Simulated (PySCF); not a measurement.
CH$_{8}$GeN$_{2}$O (SMILES C[O][GeH]([NH2])[NH2]), singlet, geometry from GFN2-xTB. Base run: CAMB3LYP/6-31G, polarisability (PySCF).

PySCF was given this input:
```python
from pyscf import gto, scf, dft
from pyscf.prop import polarizability

mol = gto.Mole()
mol.atom = '''
    Ge    0.234222   -0.025314    0.369714
    N     1.677659   -1.029805    0.005944
    N     0.707983    1.730115    0.408705
    O    -0.905023   -0.478591   -0.928672
    C    -2.292222   -0.256095   -0.939698
    H    -0.380771   -0.353756    1.703155
    H     1.557617   -1.716626   -0.723561
    H     2.545710   -0.536671   -0.137867
    H     1.019978    2.125885   -0.467756
    H     0.053738    2.372771    0.830793
    H    -2.525304    0.769685   -1.240652
    H    -2.745479   -0.443429    0.037342
    H    -2.726583   -0.944688   -1.667297
'''
mol.basis = '6-31g'
mol.charge = 0
mol.spin = 0
mol.verbose = 4
mol.build()

mf = dft.RKS(mol)
mf.xc = 'camb3lyp'
mf.kernel()
alpha = mf.Polarizability().polarizability()[2, 2]
print('alpha_zz =', alpha)
```

Each row names what was changed in the base input (with any setting that the change needs).

| change | alpha_zz (bohr³) | basis functions | core-seconds (rough) |
|---|---|---|---|
| base | 43.19 | 79 | 90 |
| basis = STO-3G | 22.51 | 46 | 40 |
| finite field (a.u.) = 0.005; conv_tol = 1e-11 | 43.20 | 79 | 100 |
| finite field (a.u.) = 0.001; conv_tol = 1e-11 | 43.19 | 79 | 100 |
| functional = lda,vwn | 46.30 | 79 | 30 |
| finite field (a.u.) = 2e-4; conv_tol = 1e-6 | 35.21 | 79 | 50 |
| functional = hf | 40.37 | 79 | 4 |
| basis = cc-pVDZ | 46.00 | 123 | 200 |
| finite field (a.u.) = 0.05; conv_tol = 1e-11 | 43.66 | 79 | 100 |
| basis = 6-31G* | 44.88 | 104 | 100 |
| finite field (a.u.) = 2e-4; conv_tol = 1e-11 | 43.19 | 79 | 100 |

Finite-field rows take the second difference of the energy in a field along z; a small field with loose convergence shows SCF noise divided by the square of the field, and a large one adds hyperpolarisability.
